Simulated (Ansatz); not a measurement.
`COCS[SiH3]` and `COC[SiH2]F` differ in one atom or group.

Ansatz, PBE0-D4/def2-TZVP geometries, multiplicity 1. Each molecule was computed in one conformer, which needn't be the lowest.

```csv
property,`COCS[SiH3]`
HOMO–LUMO gap (B3LYP/def2-TZVPP) / eV,6.94
HOMO–LUMO gap (PBE/def2-TZVPP) / eV,5.28
HOMO–LUMO gap (PBE0/def2-TZVPP) / eV,7.40
LUMO energy (PBE/def2-TZVPP) / eV,-0.66
HOMO energy (PBE0/def2-TZVPP) / eV,-7.15
LUMO energy (PBE0/def2-TZVPP) / eV,0.25
```

(1) What does the change do to each property? (An estimate is asked.)

Answers

(1) Ansatz gave: 
| property | `COC[SiH2]F` | shift |
| --- | --- | --- |
| HOMO–LUMO gap (B3LYP/def2-TZVPP) / eV | 7.07 | 0.13 |
| HOMO–LUMO gap (PBE/def2-TZVPP) / eV | 5.16 | -0.12 |
| HOMO–LUMO gap (PBE0/def2-TZVPP) / eV | 7.54 | 0.14 |
| LUMO energy (PBE/def2-TZVPP) / eV | -0.59 | 0.07 |
| HOMO energy (PBE0/def2-TZVPP) / eV | -7.25 | -0.10 |
| LUMO energy (PBE0/def2-TZVPP) / eV | 0.29 | 0.04 |

B3LYP here is the variant with VWN-RPA as its local correlation; programs differ in this.
